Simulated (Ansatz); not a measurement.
CH3Cl3Si (methyltrichlorosilane): the energy to break a bond

CH3Cl3Si: 8 atoms, total charge 0, spin state singlet. SMILES: `C[Si](Cl)(Cl)Cl`. The shape was relaxed beforehand at B3LYP/def2-SVP.

```xyz
8

C    -0.7343   -0.2816    0.6911
Si    0.5754    0.2003   -0.5348
Cl    2.3892   -0.6520   -0.0279
Cl    0.0601   -0.4381   -2.4322
Cl    0.8067    2.2542   -0.5762
H    -0.8531   -1.3761    0.7085
H    -0.4543    0.0608    1.6994
H    -1.6976    0.1754    0.4162
```

Wanted: the dissociation energy of the H6–C1 bond into doublet H and doublet CH2Cl3Si (shapes relaxed at B3LYP/def2-SVP, no zero-point term). 1 Eh = 2625.50 kJ/mol = 27.2114 eV. Totals in Eh; open shells run unrestricted unless said.

| level | program | CH3Cl3Si | doublet H | doublet CH2Cl3Si |
| --- | --- | --- | --- | --- |
| HF/def2-SVP | Ansatz | -1706.668190 | -0.499278 | -1706.036321 |
| B3LYP/def2-SVP | Ansatz | -1709.676944 | -0.501259 | -1709.004425 |

Question: Work out the dissociation energy at each level.

Answer: 
1. HF/def2-SVP: (-0.499278) + (-1706.036321) − (-1706.668190) = 0.132591 Eh = 348.1 kJ/mol = 3.61 eV.
2. B3LYP/def2-SVP: (-0.501259) + (-1709.004425) − (-1709.676944) = 0.171260 Eh = 449.6 kJ/mol = 4.66 eV.

The levels span 348 to 450 kJ/mol; no measured value is set beside them. Hartree–Fock lacks the correlation of the bonding electrons, so it comes out low. A bond enthalpy at 298 K also holds the loss of zero-point energy and thermal terms.
